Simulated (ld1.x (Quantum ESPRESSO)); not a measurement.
**Mg: one change to a TM potential, before and after**

magnesium, norm-conserving Troullier–Martins (Kleinman–Bylander form), made with ld1.x (Quantum ESPRESSO) 7.5 (LDA (PZ), non-relativistic). Core [Ne], reference 3s1.75 3p0.25. Waves: 3p (bound): rc 3.15 bohr; 3s (bound): rc 2.55 bohr. Local part: the s channel. Core correction: none.

All-electron outer shells of the reference configuration (LDA (PZ), non-relativistic, ld1.x):

```csv
shell,level (eV),outermost node (bohr),outermost maximum (bohr)
3s,-5.05,0.91,2.50
3p,-1.60,0.95,3.46
```

Change: wave 3p (bound): rc 3.15 bohr becomes 3p (bound): rc 1.92 bohr.

Cutoffs: the cutoffs (Ry, on a coarse ladder) from which the occupation-weighted sum of valence levels, in a spherical-Bessel basis at the reference potential, stays within 10 and 1 mRy of its value at 400 Ry; they do not see the model core or the augmentation charge, which bear on the density cutoff. Errors are all-electron minus pseudo energies relative to the spin-unpolarised reference configuration.

Problem. How do hardness, ghosts and transferability respond?

Solution. The potential gets neither clearly harder nor softer (6 Ry and 18 Ry → 6 Ry and 18 Ry); of the 8 tests that both files solve, the error grows in 3 and shrinks in 0 by more than 15 % and 0.3 meV (median size 14.2 → 14.7 meV); neither file shows a bound ghost. That the errors move this way runs against the usual rule that smaller radii transfer better.

```csv
quantity,base,changed
"cutoff, loose",6 Ry,6 Ry
"cutoff, tight",18 Ry,18 Ry
bound ghosts,none,none
"error for 3s2 3p0, meV [ΔE -0.86 eV]",+0.6,+0.7
"error for 3s1 3p0, meV [ΔE 7.21 eV]",+21,+21
"error for 3s1.5 3p0, meV [ΔE 2.33 eV]",+1.8,+1.7
"error for 3s1 3p1, meV [ΔE 2.65 eV]",+7.3,+8.6
"error for 3s0 3p1, meV [ΔE 11.57 eV]",+102,+124
"error for 3s0 3p2, meV [ΔE 6.38 eV]",+51,+63
"error for 3s1.75 3p0.25 (spin-polarised), meV [ΔE -0.04 eV]",+3.4,+3.4
"error for 3s1 3p0 (spin-polarised), meV [ΔE 6.89 eV]",+108,+108
```
